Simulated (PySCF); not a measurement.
Cu(OH) (CuHO), SMILES [OH][Cu], multiplicity 1.

Coordinates come from a r2SCAN-D4/def2-TZVP optimisation. The multiplicity is an assumed one; other spin states were not compared.

Method: r2SCAN-D4/def2-TZVP (PySCF).

Frequencies are harmonic and unscaled.

Problem. Give all harmonic wavenumbers and intensities. (Estimate from the structure and the level; the computed values follow.)

Solution. 
```json
[
 {"mode": "1", "ν (cm⁻¹)": "631", "IR (km/mol)": "34.3", "Raman (Å⁴/amu)": "8.5", "depolarisation": "0.45", "moving atoms (share of kinetic energy)": "O 74 %, Cu 21 %"},
 {"mode": "2", "ν (cm⁻¹)": "795", "IR (km/mol)": "75.5", "Raman (Å⁴/amu)": "5.6", "depolarisation": "0.72", "moving atoms (share of kinetic energy)": "H 90 %, O 10 %"},
 {"mode": "3", "ν (cm⁻¹)": "3769", "IR (km/mol)": "32.6", "Raman (Å⁴/amu)": "145.4", "depolarisation": "0.24", "moving atoms (share of kinetic energy)": "H 94 %"}
]
```
